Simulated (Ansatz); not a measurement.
The same atomization along the group O, S, Se.

Calculated with Ansatz (gas phase, PBE0-D4/def2-TZVP geometries, no zero-point term in ΔE). CCSD(T)/CBS is the MP2 limit (def2-TZVPP, def2-QZVPP) plus CCSD(T) − MP2 in def2-TZVPP, frozen cores. This one scheme is used for every species, atoms too. Functionals use def2-TZVPP. Open shells (•) are unrestricted, without spin–orbit coupling. Spin–orbit coupling would lower the free atoms: a little for Cl, O, S; clearly for Ge, Se. Bonds to Ge, Se are less sure, by a few kJ/mol each and by 10 to 20 or more in all where they break to atoms, as the def2 sets lack core-valence functions. Scalar relativity is left out up to krypton. Each species was taken in one conformer, which may not be the lowest.

| reaction | PBE0-D4 (kJ/mol) | LDA (SPW92) (kJ/mol) |
| --- | --- | --- |
| `[OH][Ge]([Cl])([Cl])[Cl]` → 3 Cl• + Ge• + H• + O• | 1887 | 2232 |
| `[SH][Ge]([Cl])([Cl])[Cl]` → 3 Cl• + Ge• + H• + S• | 1714 | 2001 |
| `[Cl][Ge]([Cl])([Cl])[SeH]` → 3 Cl• + Ge• + H• + Se• | 1646 | 1933 |

(1) Give the CCSD(T)/CBS values in the same order. (An estimate is asked.)

Largest T1 diagnostic: 0.010, for `[OH][Ge]([Cl])([Cl])[Cl]`.

## Answers

(1) Computed: 1903, 1708, 1646 kJ/mol.

For atomizations the MP2-based limit and the directly extrapolated one differ by several kJ/mol either way, and by 10 to 25 for some Ge, Se and Sn compounds, so smaller differences from it don't rank the levels.
